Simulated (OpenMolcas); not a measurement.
# Co3+, Rh3+, Ir3+: d6 down the group

```
Program             : OpenMolcas 26.06
Method              : CASSCF
Basis               : ANO-RCC-VTZP
Scalar Hamiltonian  : DKH2, point nucleus
Spin-orbit coupling : RASSI with atomic mean-field integrals over the reference wave functions, term energies averaged over their components
```

Active space for each ion: 6 electrons in 10 orbitals (d d).

Computed levels in cm-1 above 5D4:

```json
{"Level": "5D3", "Co3+": "606", "Rh3+": "1493", "Ir3+": "5804"}
{"Level": "5D2", "Co3+": "1029", "Rh3+": "2370", "Ir3+": "6019"}
{"Level": "5D1", "Co3+": "1300", "Rh3+": "2939", "Ir3+": "8833"}
{"Level": "5D0", "Co3+": "1432", "Rh3+": "3212", "Ir3+": "9291"}
{"Level": "3H6", "Co3+": "25603", "Rh3+": "19827", "Ir3+": "20883"}
{"Level": "3H5", "Co3+": "25898", "Rh3+": "20272", "Ir3+": "20981"}
{"Level": "3P2(1)", "Co3+": "27925", "Rh3+": "20942", "Ir3+": "21628"}
{"Level": "3F3(1)", "Co3+": "29499", "Rh3+": "23040", "Ir3+": "24790"}
{"Level": "3F2(1)", "Co3+": "29757", "Rh3+": "23746", "Ir3+": "25874"}
{"Level": "weight of 5D in the lowest level (%)", "Co3+": "100", "Rh3+": "99", "Ir3+": "86"}
```

Mixed levels, with the weight of the term that names them: Ir3+ 5D2 (72 %), Ir3+ 3H5 (57 %), Ir3+ 3P2(1) (56 %), Ir3+ 3F3(1) (56 %).

Measured, with the error of the calculation in %. Measured levels: Co3+ from Sugar and Corliss, J. Phys. Chem. Ref. Data 10, 1097 (1981).

```tsv
Level	Co3+
5D3	639 (-5.1)
5D2	1078 (-4.5)
5D0	1494 (-4.1)
3H6	23680 (+8.1)
3H5	24032 (+7.8)
3P2(1)	22883 (+22.0)
3F3(1)	25736 (+14.6)
3F2(1)	25969 (+14.6)
```

The fine-structure level 5D0 changes by a factor of 6.49 from Co3+ to Ir3+.

Without spin-orbit coupling 3H lies 25295, 19095, 17629 cm-1 above 5D in that order; the difference to the level 3H6, of either sign, comes from spin-orbit coupling, which also lowers the zero.

Without dynamic correlation excited terms often stand tens of per cent too high (terms of higher spin than the ground term too low), and those without a measured partner can miss by more than the paired ones. Active for correlation alone: 4d; no level in the range computed is led by a configuration that fills it, so any true level of that kind is missing (holds for Co3+). Active for correlation alone: 5d; no level in the range computed is led by a configuration that fills it, so any true level of that kind is missing (holds for Rh3+). Active for correlation alone: 6d; no level in the range computed is led by a configuration that fills it, so any true level of that kind is missing (holds for Ir3+). Computed and measured levels are paired by configuration, term and J; levels that our copy of the source lacks, or whose pairing is in doubt (as where it misses far off the trend of its configuration), stay unpaired and out of the deviations. Levels of configurations outside the active space are missing.

A number in round brackets counts repeated terms of one configuration in the order of the reference energies.
